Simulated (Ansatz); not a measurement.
**From SnF4 to SnCl4: predicting a member**

On one Sn centre, n of the F ligands are replaced by Cl. The atomisation energy (no zero-point term) y in kJ/mol at CCSD(T)/def2-TZVPP. Shapes: PBE0-D4/def2-TZVP. Programs: Ansatz 0.2.0.

```
molecule  n  y (kJ/mol)
    SnF4  0        1662
  SnClF3  1        1566
 SnCl2F2  2           ?
  SnCl3F  3        1365
   SnCl4  4        1261
```

Problem. Fit y = c + s·n to the known rows and predict SnCl2F2.

Solution. 
1. Means of the 4 rows: n = 2.00000, y = 1463.5.
2. Σ(Δn)² = 10, Σ(Δn·Δy) = -1003, so the slope is -1003/10 = -100.3.
3. Intercept: 1463.5 − (-100.3) × 2.00000 = 1664.1. The largest residual of the fit is 2.2.
4. SnCl2F2: 1664.1 + (-100.3) × 2 = 1464 kJ/mol.

The run gave 1466 kJ/mol, so the prediction is off by -2 kJ/mol, about the largest residual. The steps are nearly additive. The slope is the difference between a Sn–Cl and a Sn–F bond. Other levels give for SnCl2F2: B3LYP-D4/def2-TZVPP 1480; BHLYP-D4/def2-TZVPP 1403; PBE0-D4/def2-TZVPP 1501 kJ/mol. Spin-orbit coupling of the free atoms (F 2, Cl 4 kJ/mol each; the atoms kept shift only the intercept) is left out. Coupled cluster in double- or triple-zeta sets underbinds by a few per cent against its basis-set limit. For atoms past krypton def2 sets carry core potentials with scalar relativity. Outer-core shells of Sn are correlated, in sets that cover them unevenly.
